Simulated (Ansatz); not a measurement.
Consider the ligand exchange at the Si–Br bond: `C[SiH](F)Br` + `O[SiH](O)S` → `C[SiH](F)S[SiH](O)O` + HBr.

Program: Ansatz. Geometries: PBE0-D4/def2-TZVP. ΔE: electronic, gas phase. CCSD(T)/CBS adds triple-zeta CCSD(T) − MP2 to the extrapolated MP2 energy (def2 sets, frozen cores). DFT in def2-TZVPP. B3LYP here is the variant with VWN-RPA as its local correlation; programs differ in this. For Br outer-core shells are correlated without core-valence functions, which leaves a few kJ/mol of doubt a bond. Scalar relativity is left out up to krypton. One conformer a species, not always the lowest.

`C[SiH](F)Br`:

Z-matrix (Å, degrees):
```
C
Si 1 1.844
H 1 1.093 2 110.1
H 1 1.092 2 110.3 3 119.8
H 1 1.092 2 110.6 3 -120.2
F 2 1.594 1 109.5 3 60.2
Br 2 2.213 1 110.3 3 178.5
H 2 1.478 1 114.1 3 -60.3
```

`O[SiH](O)S`:

Cartesian coordinates in Å:
```
O -0.023 0.771 1.255
Si 0.105 -0.485 0.207
O 1.600 -0.390 -0.434
S -1.498 -0.423 -1.205
H -0.911 1.026 1.510
H -0.012 -1.817 0.832
H 1.974 0.484 -0.559
H -1.235 0.833 -1.606
```

`C[SiH](F)S[SiH](O)O`:

Cartesian coordinates in Å:
```
C -1.637 -0.602 2.182
Si -0.477 0.210 0.994
F -1.279 1.358 0.191
S 0.208 -1.238 -0.396
Si 1.562 -0.023 -1.544
O 1.572 -0.645 -3.052
O 1.132 1.547 -1.435
H -2.054 0.137 2.869
H -1.108 -1.358 2.768
H -2.458 -1.089 1.653
H 0.651 0.901 1.656
H 2.950 -0.109 -1.069
H 0.735 -0.872 -3.459
H 0.204 1.782 -1.358
```

HBr:

Z-matrix (Å, degrees):
```
Br
H 1 1.420
```

Question: Is it downhill or uphill in electronic energy at CCSD(T)/CBS, and by how much? (Best estimate.)

Answer: Ansatz gave: Uphill: ΔE = +0.22 eV.

Question: What do these levels give: PBE0-D4, B3LYP-D4, B3LYP, HF/def2-TZVPP, SCS-MP2/def2-TZVPP, SCS-MP2/def2-QZVPP? (An estimate is asked.)

Answer: Computed: PBE0-D4 0.18, B3LYP-D4 0.18, B3LYP 0.29, HF/def2-TZVPP 0.40, SCS-MP2/def2-TZVPP 0.24, SCS-MP2/def2-QZVPP 0.25 eV.

Largest T1 diagnostic among the species: 0.012.

The D4 term adds −0.11 eV with B3LYP and −0.06 eV with PBE0; it sums over pairs of atoms, weighted by their polarisabilities, and B3LYP, whose exchange is more repulsive, gets the larger term. In def2-TZVPP, CCSD(T) changes the Hartree–Fock value by −0.21 eV (the triples alone add −0.04 eV) and MP2 by −0.20 eV.
